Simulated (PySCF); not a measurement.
Tc: ionisation energy

Tc [Kr] 4d5 5s2 (6S) → Tc⁺ [Kr] 4d5 5s1 (7S), as a difference of total energies. Computed with PySCF 2.14 in x2c-TZVPall (8s6p6d1f, 63 functions), with the spin-free X2C one-electron Hamiltonian (Gaussian nucleus). Correlated levels: valence: [Kr] frozen. The calculations carry no spin-orbit coupling.

```csv
method,ionisation energy (eV),error (eV)
UHF,5.539,-1.580
TPSS,6.744,-0.375
BP86,7.138,+0.019
MP2 (valence),6.476,-0.643
SCS-MP2 (valence),6.682,-0.437
```

Reference: 7.119 eV (measured; NIST Atomic Spectra Database, ionization energies).

Errors of the correlated levels include the incompleteness of this basis and the frozen core.

MP2 underrates the near-degeneracy of ns² with np² in the lower species.
